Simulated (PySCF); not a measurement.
**Mn (manganese, neutral) across methods**

[Ar] 3d7, high-spin 4F determinant (an excited configuration). All numbers are calculated (PySCF 2.14, scalar relativity by spin-free X2C-1e, in ANO-RCC-VTZP).

| method | E (hartree) | mean ε 3p β (eV) | mean ε 3d α (eV) | mean ε 3d β (eV) | Σ⟨r²⟩ (bohr²) | ⟨S²⟩ |
| --- | --- | --- | --- | --- | --- | --- |
| r2SCAN | -1158.316 | -46.105 | -1.500 | 0.171 | 32.28 | 3.764 |
| PBE0 | -1158.131 | -48.296 | -2.922 | -0.978 | 31.92 | 3.762 |
| PBEsol | -1156.995 | -45.394 | -1.621 | 0.072 | 32.95 | 3.758 |
| UHF | -1157.04247 | -55.902 | -7.134 | -3.018 | 30.22 | 3.807 |
| M06-2X | -1158.331 | -51.612 | -5.017 | -2.371 | 31.86 | 3.799 |
| LDA | -1155.948 | -45.630 | -1.893 | -0.132 | 33.10 | 3.759 |
| PBE | -1158.142 | -45.426 | -1.560 | 0.013 | 32.92 | 3.757 |
| MN15 | -1158.990 | -49.666 | -4.266 | -2.033 | 32.79 | 3.783 |

The highest occupied level is positive at r2SCAN, PBEsol, PBE: only the finite basis holds that electron, which in a density functional comes from self-interaction.
